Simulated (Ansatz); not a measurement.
`[NH2][Mo](=[O])(=[O])[F]` + H–F → `[O]=[Mo](=[O])([F])[F]` + NH₃ at 700 K and 1 bar (ligand exchange at a Mo–N bond).

Program: Ansatz. Geometries: PBE0-D4/def2-TZVP. ΔE: electronic, gas phase. CCSD(T)/CBS adds triple-zeta CCSD(T) − MP2 to the extrapolated MP2 energy (def2 sets, frozen cores). This one scheme is used for every species. Elements past krypton have def2 core potentials. For Mo outer-core shells are correlated without core-valence functions, which leaves a few kJ/mol of doubt a bond. Each species was taken in one conformer, which may not be the lowest.

| species | CCSD(T)/CBS energy (Eh) | H − E (kJ/mol) | S (J/(mol·K)) |
| --- | --- | --- | --- |
| `[NH2][Mo](=[O])(=[O])[F]` | -374.33425 | 155.3 | 425.9 |
| H–F | -100.39570 | 45.2 | 198.5 |
| `[O]=[Mo](=[O])([F])[F]` | -418.23459 | 83.0 | 391.3 |
| NH₃ | -56.50880 | 116.9 | 226.5 |

H − E and S are ideal-gas, rigid-rotor, harmonic terms from PBE0-D4/def2-TZVP, for one conformer and one mirror image of each species. 1 Eh = 2625.50 kJ/mol, R = 8.31446 J/(mol·K).

By hand: ΔE, ΔH, ΔS and ΔG.

ΔE = (-418.23459) + (-56.50880) − (-374.33425) − (-100.39570) = -0.01344 Eh = -35.3 kJ/mol. Δ(H − E) = 83.0 + 116.9 − 155.3 − 45.2 = -0.6, so ΔH = -35.9 kJ/mol. ΔS = 391.3 + 226.5 − 425.9 − 198.5 = -6.6 J/(mol·K). ΔG = -35.9 − 700 × (-6.6)/1000 = -31.3 kJ/mol.

By hand: the equilibrium constant, and the temperature at which ΔG would vanish if ΔH and ΔS stayed fixed.

log₁₀ K = −ΔG/(RT ln 10) = 2.3. ΔG = 0 at ΔH/ΔS = 5439 K, far beyond where these terms or the molecules hold.

The number of gas molecules stays the same, so ΔS is small and ΔH decides. A doubt of 5 kJ/mol in ΔE shifts log₁₀ K by 0.4 here. Other conformers and mirror images would add mixing entropy, several J/(mol·K) or more a flexible species. These are equilibria of isolated gas molecules and say nothing of rates. Largest T1 diagnostic: 0.025 (customary marks: 0.02 for closed shells, 0.045 for open ones).
